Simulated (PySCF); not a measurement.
1-propylnaphthalene, C13H14.
Structure used (PBE0-D3(BJ)/def2-SVP), in Å, numbered top down from 1:
```
atom  x, y, z in Å
C1     4.1704    1.0176   -0.5733
C2     2.7493    0.5325   -0.8063
C3     2.2151   -0.3239    0.3447
C4     0.7994   -0.7883    0.1387
C5     0.5541   -2.0603   -0.3394
C6    -0.7554   -2.5221   -0.5947
C7    -1.8329   -1.7023   -0.3675
C8    -1.6398   -0.3875    0.1281
C9    -2.7394    0.4743    0.3768
C10   -2.5494    1.7469    0.8602
C11   -1.2415    2.2124    1.1197
C12   -0.1549    1.4007    0.8881
C13   -0.3116    0.0809    0.3858
H14    4.5383    1.6143   -1.4216
H15    4.2359    1.6469    0.3292
H16    4.8646    0.1731   -0.4342
H17    2.0779    1.3931   -0.9646
H18    2.6971   -0.0579   -1.7366
H19    2.8646   -1.2068    0.4614
H20    2.3019    0.2382    1.2901
H21    1.4003   -2.7281   -0.5247
H22   -0.9047   -3.5362   -0.9728
H23   -2.8511   -2.0490   -0.5615
H24   -3.7480    0.1032    0.1762
H25   -3.4062    2.3986    1.0468
H26   -1.0925    3.2226    1.5084
H27    0.8470    1.7787    1.0977
```

Computed, not measured: PySCF, TDDFT B3LYP/def2-SVPD, vertical, gas phase, core orbitals frozen in the response.

Transition dipole moments from the ground state, in atomic units and in the frame of the coordinates above (overall signs are arbitrary), for the states with f of 0.002 or more among the lowest 9:

```
state  E (eV)      μx      μy      μz
   S1   4.240   0.894   0.249   0.092
   S4   5.712  -0.884   1.541   0.508
   S5   5.807  -0.701   1.560   0.603
   S6   6.030   0.084   0.571   0.231
   S7   6.075  -1.046  -0.430  -0.167
   S8   6.124  -0.037   0.427   0.040
   S9   6.143  -0.523   0.458   0.147
```

(1) What oscillator strength does each state have?

(2) What angle do the transition dipoles of S1 and S6 make?

(3) How is the summed strength of these states shared among x, y and z?

## Answers

(1) f = (2/3) ΔE |μ|² with ΔE in hartree (27.2114 eV).

```json
{"state": "S1", "|μ|² (au)": "0.869", "|μ| (D)": "2.37", "f": "0.090"}
{"state": "S4", "|μ|² (au)": "3.416", "|μ| (D)": "4.70", "f": "0.478"}
{"state": "S5", "|μ|² (au)": "3.290", "|μ| (D)": "4.61", "f": "0.468"}
{"state": "S6", "|μ|² (au)": "0.387", "|μ| (D)": "1.58", "f": "0.057"}
{"state": "S7", "|μ|² (au)": "1.308", "|μ| (D)": "2.91", "f": "0.195"}
{"state": "S8", "|μ|² (au)": "0.185", "|μ| (D)": "1.09", "f": "0.028"}
{"state": "S9", "|μ|² (au)": "0.505", "|μ| (D)": "1.81", "f": "0.076"}
```

(2) |cos θ| = |μa·μb| / (|μa| |μb|) = 0.41, so θ ≈ 66° (taken between 0 and 90°, since the signs are arbitrary).

(3) (2/3) Σ ΔE μα² gives 0.468 for x, 0.820 for y and 0.104 for z, 1.392 in all.

One conformer stands for the species.
